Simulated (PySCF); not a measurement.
Gas-phase reaction: HCl + NH3 + 2 InCl2 → InCl3.NH3 + InHCl2

Method: PySCF energies plus ideal-gas RRHO corrections (1 bar). † marks an energy on the PBE0/def2-TZVP geometry and frequencies; other levels use their own. MP2 freezes the core. Open shells (unrestricted): InCl2 (multiplicity 2); the rest are closed-shell singlets. In: scalar-relativistic def2 core potential, no spin-orbit coupling. Adducts (InCl3.NH3) have no counterpoise correction, and HF, PBE, BLYP, B3LYP and PBE0 lack dispersion. InCl2, InCl3.NH3, InHCl2: computed as isolated molecules; such fragments, hydroxides, amides, oligomers or adducts are transient or little studied in the gas. MP2 isn't extrapolated to the basis-set limit.

PBE/def2-SVP gives ΔH°(298 K) = -307 kJ.

**Question.** What do MP2/def2-SVP†, BLYP/def2-TZVP†, LDA/def2-TZVP† give?

**Answer.** MP2/def2-SVP†: -367 kJ; BLYP/def2-TZVP†: -239 kJ; LDA/def2-TZVP†: -355 kJ. For scale, ΔH°(298 K) is -307 kJ at this level, -345 kJ at ωB97M-V/def2-TZVP†, and runs from -367 to -239 kJ over the 16 levels computed († marks an energy on the PBE0/def2-TZVP geometry).
